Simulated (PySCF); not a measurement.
**Adding and removing an electron: KNa**

PBE0; PySCF, no relativity, basis sets K 6-31G(d,p), Na 6-31G(d,p). Neutral (UKS): singlet (closed shell), Re = 3.539 Å, ωe = 123 cm⁻¹, De = 0.61 eV, HOMO -3.22 eV, LUMO -1.29 eV.

KNa⁺ (UKS): doublet (σ ↑), Re = 4.112 Å, ωe = 84.9 cm⁻¹, De = 0.57 eV to K⁺ + Na. The energies at the minima are -761.88978 hartree for KNa and -761.72770 for KNa⁺.

Q: Work out the adiabatic ionisation energy, without and with harmonic zero-point energies (1 hartree = 27.2114 eV, 1 eV = 8065.5 cm⁻¹), and the change of the bond length.

A: At PBE0: 0.16208 hartree = 4.410 eV between the minima; the zero-point term (84.9 − 123.0)/2 cm⁻¹ = -0.002 eV makes it 4.408 eV. Re changes by +57.3 pm against the neutral. Minus the HOMO energy is 3.22 eV, -1.19 eV from the value between the minima; self-interaction puts the Kohn–Sham level too high, less so with exact exchange. The electron leaves a σ orbital, and the longer bond of the ion fits a bonding orbital, or a change in how ionic the bond is.

Closed-shell solutions of metal pairs were not tested for spin polarisation, which can lower them a little. For an ion De counts to the pair picked by the measured ionisation energies or electron affinities, which need not be the lowest pair at this level. States were picked by a PBE0 search and need not be the measured ground states.
